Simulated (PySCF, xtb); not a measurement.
fluoro(fluorosilyloxy)silane (F2H4OSi2), SMILES [SiH2](O[SiH2]F)F.

GFN2-xTB (xtb) at its own geometry gives an orbital gap of 6.14 eV and a dipole moment of 0.11 D.

Geometry: PBE0-D3(BJ)/def2-SVP. Other conformers were not sampled.

Q: What does M06-2X/def2-TZVP (PySCF) give? (The exact figures need the calculation; the answer reports its results.)

A: gap 11.76 eV (levels -10.73 and 1.03 eV), dipole 1.79 D.
